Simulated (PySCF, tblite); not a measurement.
Isomers of [C6H10PSi]- (charge -1), one GFN2-xTB conformer each. Single-point energies are computed at PBE0/pcSseg-1 (PySCF, gas phase, no added dispersion term), electronic only.

```tsv
SMILES	GFN2-xTB relative energy (kcal/mol)
CCc1cc[p-]c1[SiH3]	3.8
Cc1[p-]cc([SiH3])c1C	0.0
CCc1c[p-]cc1[SiH3]	0.8
```

Conformers: `[CH3:1][CH2:2][c:3]1[cH:4][cH:5][p-:6][c:7]1[SiH3:8]` (charge -1) with C1–C2–C3–C4 90°; `[CH3:1][CH2:2][c:3]1[cH:4][p-:5][cH:6][c:7]1[SiH3:8]` (charge -1) with C1–C2–C3–C4 -100°.

Task: What does PBE0/pcSseg-1 give for the same structures?

Result: 
```
              SMILES  PBE0/pcSseg-1 E (Eh)  PBE0/pcSseg-1 (kcal/mol)  GFN2-xTB (kcal/mol)  point group
  CCc1cc[p-]c1[SiH3]            -864.94143                       0.0                  3.8           C1
Cc1[p-]cc([SiH3])c1C            -864.93890                       1.6                  0.0            –
  CCc1c[p-]cc1[SiH3]            -864.93818                       2.0                  0.8           C1
```

GFN2-xTB puts Cc1[p-]cc([SiH3])c1C lowest instead; measured from each level's own lowest isomer, the values differ by up to 3.8 kcal/mol (CCc1cc[p-]c1[SiH3]: 3.8 against 0.0). Neighbours under 5.0 kcal/mol apart (CCc1cc[p-]c1[SiH3] and Cc1[p-]cc([SiH3])c1C; Cc1[p-]cc([SiH3])c1C and CCc1c[p-]cc1[SiH3]) can change places with a better method, another conformer or zero-point energy.

Task: What happens when harmonic zero-point energies from GFN2-xTB frequencies are added?

Result: 
| SMILES | ZPE (kcal/mol) | electronic (kcal/mol) | with ZPE (kcal/mol) |
| --- | --- | --- | --- |
| CCc1cc[p-]c1[SiH3] | 83.3 | 0.0 | 0.0 |
| Cc1[p-]cc([SiH3])c1C | 82.7 | 1.6 | 1.0 |
| CCc1c[p-]cc1[SiH3] | 83.4 | 2.0 | 2.2 |

The zero-point energies span 0.7 kcal/mol. The order is unchanged.

Task: As an exercise, what shares would exp(−E/RT) give at 2000 K from these electronic energies alone (no entropy, no degeneracies)?

Result: RT = 3.974 kcal/mol: CCc1cc[p-]c1[SiH3] 44.1 %, Cc1[p-]cc([SiH3])c1C 29.5 %, CCc1c[p-]cc1[SiH3] 26.4 %.
